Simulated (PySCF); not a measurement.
H$_{3}$AlSe$_{3}$, singlet, at a GFN2-xTB geometry (such geometries of metal compounds can be far from the true shape), atoms displaced at random by about 0.08 Å a coordinate.

Input for PySCF:
```python
from pyscf import gto, scf, dft

mol = gto.M(
    atom='''
Al    0.055734    0.054140   -0.017111
Se   -2.163440   -0.536284    0.123647
H    -1.958237   -1.939276    0.428570
Se    0.553857    2.282136   -0.374574
H     2.049478    1.944642   -0.785761
Se    1.597475   -1.553596    0.483422
H     2.652494   -0.707889    0.689557
''',
    basis='sto-3g',
    charge=0,
    spin=0,
    verbose=4,
)

mf = dft.RKS(mol)
mf.xc = 'pbe0'
mf.kernel()
g = mf.nuc_grad_method()
grad = g.kernel()
```

Task: Estimate the nuclear repulsion energy that PBE0/STO-3G, gradient run with PySCF returns for this input.

Result: 837.1396 Eh

Task: What is the computed Mulliken (on the basis functions themselves) charges in atom order (PBE0/STO-3G, gradient)?

Result: Al1 0.70, Se2 -0.24, H3 0.01, Se4 -0.22, H5 0.00, Se6 -0.24, H7 0.00

Task: What total energy does PBE0/STO-3G, gradient give?

Result: -7365.3191 Eh

Task: Give the HOMO-LUMO gap at the level PBE0/STO-3G, gradient.

Result: 7.10 eV

Task: What dipole moment does PBE0/STO-3G, gradient give?

Result: 2.26 D
